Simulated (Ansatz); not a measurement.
Born–Oppenheimer molecular dynamics of H₃SSb (5 atoms, charge 0, multiplicity 1). It starts at the highest image of a converged band, a first-order saddle point between two minima.

These are results of Ansatz, RKS CAM-B3LYP-D4/def2-TZVP, not measurements.

| Quantity | Value |
| --- | --- |
| ensemble | NVE (velocity Verlet) |
| time step | 0.5 fs |
| steps asked | 200 |
| starting velocities drawn for | 100 K |
| seed | 5410 |

First frame:

```xyz
5
Properties=species:S:1:pos:R:3
S 0.325 -0.556 1.082
Sb 0.217 0.469 -1.375
H 0.178 -1.820 0.662
H -0.843 -0.136 0.157
H 0.174 1.970 -0.568
```

(1) What does the run give?

(2) What happens to the structure?

(3) How do temperature and energy run in time?

## Answers

(1) The run went to its last step.

- steps done: 200
- time covered: 100 fs
- mean temperature over the second half: 2662 K
- spread of the potential energy over the second half: 96.3 meV per atom
- mean potential energy of the second half above the start: -198.8 meV per atom

The conserved energy stayed within 0.48 meV per atom of its start (net change -0.096 meV per atom), so the integration is sound. The system heated up, since it started high on the potential surface and ran downhill. A run of 0.1 ps of so small a system gives no equilibrium averages. The orbitals stay closed-shell, which can raise the energy where a bond breaks towards radicals; this wasn't checked here.

(2) The step under study would form S1–H4 and break Sb2–H4. These pairs go: S1–H4 1.55 → 4.21 Å, Sb2–H4 1.96 → 1.86 Å. In the last frame they stand as before the step (other bonds may differ from the relaxed reactants and products). It ends as one piece, H3SSb. Pairs count as bonded within 1.25 times the sum of covalent radii (0.12 Å more for H–H). This is one draw of velocities; another would differ in detail.

(3) 
```
time (fs)  T (K)  potential energy less start (eV)  conserved less start (meV/atom)
      0.0    100                             0.000                             0.00
      8.0    279                            -0.069                             0.04
     16.0   2739                            -1.024                            -0.09
     24.0   3289                            -1.237                            -0.09
     32.0   2307                            -0.857                            -0.17
     40.0    637                            -0.208                             0.00
     48.0   2011                            -0.741                             0.00
     56.0   4570                            -1.735                            -0.22
     64.0   1625                            -0.591                             0.04
     72.0   1358                            -0.487                             0.14
     80.0   3990                            -1.509                            -0.18
     88.0   2895                            -1.085                            -0.15
     96.0   1264                            -0.452                            -0.08
```

The run took 11 min on 2 threads of Intel(R) Xeon(R) Platinum 8175M CPU @ 2.50GHz (Skylake/Cascade Lake), with other jobs on the host, peak memory 0.22 GiB.
